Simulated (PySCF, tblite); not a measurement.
Rigid-rotor lines calculated for a species of formula C8H12OSi (commonest isotopes; PBE0/pcSseg-1 in PySCF (dipole) on a GFN2-xTB geometry, gas phase), labelled J(Ka,Kc):

| transition | MHz |
| --- | --- |
| 1(1,1) ← 0(0,0) | 2454.4 |
| 1(0,1) ← 0(0,0) | 1349.9 |
| 2(0,2) ← 1(0,1) | 2699.1 |
| 2(1,2) ← 1(1,1) | 2666.8 |
| 2(1,1) ← 1(1,0) | 2732.8 |

Task: Find the rotational constants.

Result: 1(0,1) ← 0(0,0) is B + C, 2(1,1) ← 1(1,0) is 3B + C and 2(1,2) ← 1(1,1) is B + 3C, so B − C is half the difference of the last two, 33.0 MHz. 1(1,1) ← 0(0,0) is A + C. A = 1796.0, B = 691.5, C = 658.5 MHz.

Task: What moments of inertia, asymmetry and inertial defect follow?

Result: I = 505379 MHz·u·Å² over each constant: Ia = 281.39, Ib = 730.89, Ic = 767.52 u·Å²; κ = (2B − A − C)/(A − C) = -0.942 (near-prolate asymmetric top); Δ = Ic − Ia − Ib = -244.76 u·Å².

Task: Which dipole components do these lines need?

Result: μa and μb (a-type: ΔKa even, ΔKc odd; b-type: both odd). The calculation gives |μa| = 3.20 D, |μb| = 2.90 D, |μc| = 0.20 D.

Task: Where do these fall, and of which type are they? 3(1,3) ← 3(0,3); 4(3,1) ← 3(2,1); 4(2,2) ← 3(2,1); 3(1,2) ← 2(2,1); 3(0,3) ← 2(1,2); 3(2,1) ← 2(2,0); 2(1,2) ← 2(0,2); 4(3,2) ← 3(3,1); 4(3,1) ← 4(2,2); 3(1,3) ← 2(0,2); 2(2,1) ← 2(1,1); 3(2,2) ← 3(1,3); 3(2,2) ← 2(1,2); 3(3,0) ← 3(2,1).

Result: 
```
     transition    MHz  type  branch
3(1,2) ← 2(2,1)    785     b       R
3(1,3) ← 3(0,3)   1025     c       Q
2(1,2) ← 2(0,2)   1072     c       Q
3(0,3) ← 2(1,2)   2975     b       R
2(2,1) ← 2(1,1)   3314     c       Q
3(2,2) ← 3(1,3)   3463     b       Q
3(2,1) ← 2(2,0)   4053     a       R
3(1,3) ← 2(0,2)   5072     b       R
4(3,2) ← 3(3,1)   5401     a       R
4(2,2) ← 3(2,1)   5406     a       R
4(3,1) ← 4(2,2)   5597     b       Q
3(3,0) ← 3(2,1)   5602     b       Q
3(2,2) ← 2(1,2)   7462     c       R
4(3,1) ← 3(2,1)  11003     c       R
```

Task: Which structure gave them?

Result: `O=C1[SiH2]CC(=C1)CCC=C`, point group C1. Three constants can't fix a structure by themselves; this is the one that was computed:
```
atom  x, y, z in Å
C1     2.357    1.292   -0.905
C2     2.203    0.384    0.039
C3     1.822   -1.041   -0.209
C4     0.537   -1.410    0.553
C5    -0.595   -0.503    0.186
C6    -1.114    0.400    1.029
C7    -2.217    1.224    0.540
O8    -2.750    2.112    1.177
Si9   -2.627    0.629   -1.245
C10   -1.159   -0.592   -1.201
H11    2.224    1.057   -1.949
H12    2.629    2.309   -0.681
H13    2.341    0.650    1.079
H14    2.626   -1.697    0.136
H15    1.684   -1.209   -1.279
H16    0.270   -2.443    0.312
H17    0.727   -1.344    1.626
H18   -0.758    0.539    2.039
H19   -2.485    1.667   -2.263
H20   -3.916   -0.055   -1.329
H21   -1.427   -1.626   -1.424
H22   -0.382   -0.323   -1.919
```

The values belong to one conformer (point group C1) with, in the numbering `[CH2:1]=[CH:2][CH2:3][CH2:4][C:5]1=[CH:6][C:7](=[O:8])[SiH2:9][CH2:10]1`, C1–C2–C3–C4 -123°, C2–C3–C4–C5 57°, C3–C4–C5–C6 -111°. Its lowest GFN2-xTB frequency is 7 cm⁻¹, too small to tell a flat minimum from a shallow saddle. Zero-point vibration and centrifugal distortion are left out.
